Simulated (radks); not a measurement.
The numbers below are computed, except where a source is named.
Numerical settings for the antimony ion Sb2+, [Kr] 4d10 5s2 5p1. Code: a radial shooting solver on a logarithmic mesh with Libxc functionals. Model: scalar-relativistic Kohn-Sham, r2SCAN, spin-polarised, spherical densities, finite nucleus; open shells are filled with parallel spins first (spin-orbit coupling, left out, can overturn this in heavy ions); meta-GGA in the generalised Kohn-Sham scheme; Fermi nuclear charge, rms radius 4.6802 fm. The defaults (mesh step 0.008 in ln r, mesh end at 40 bohr or more with all orbitals vanishing there, Anderson mixing 0.5 over 9 steps, residual threshold near 1e-9 with the energy settled to 1e-9 hartree or 1e-11 of itself, here a cap of 89 iterations) give E = -6481.257 hartree and 5p at -20.658 eV in 13 iterations. Run on one thread of a shared host, so times are rough (Arm Neoverse V1): 0.22 s of CPU time, 0.22 s wall, 13 iterations on 2254 mesh points. Changes against that run (0 stands for a change within the tolerance of the run):

| setting | iterations | converged | E (mhartree) | e(5p) (meV) | CPU (s) |
|---|---|---|---|---|---|
| mesh step in ln r 0.12 | 2 | no | diverged | - | 0.01 |
| mesh step in ln r 0.003 | 18 | yes | 0 | +0.00874 | 0.71 |
| mesh step in ln r 0.05 | 11 | yes | +3.8 | +0.0939 | 0.04 |
| mesh end (bohr) 1 | 11 | level above zero | +2.15e+05 | +1.03e+06 | 0.16 |
| mesh end (bohr) 8 | 13 | yes | +0.0536 | +3.32 | 0.21 |
| residual threshold 0.01 | 10 | yes | 0 | -0.0278 | 0.18 |
| residual threshold 0.1 | 10 | yes | 0 | -0.0278 | 0.18 |
| mixing 1.5 | 12 | yes | 0 | +0.00822 | 0.21 |
| linear mixing, mixing 0.2 | 63 | yes | 0 | +0.033 | 0.89 |
| linear mixing, mixing 0.8 | 35 | no | diverged | - | 0.51 |
| mixing history 20 | 13 | yes | 0 | 0 | 0.22 |
| iteration cap 2 | 2 | no | +1.25e+03 | -1.11e+04 | 0.05 |

Settled on a wrong energy, with an occupied level pushed above zero by the early mesh end: mesh end (bohr) 1 (+215 hartree). Apart from these: settings that end as converged yet miss the energy by more than 1 mhartree: mesh step in ln r 0.05 (+0.0038 hartree). A mesh that ends early acts as a hard wall.
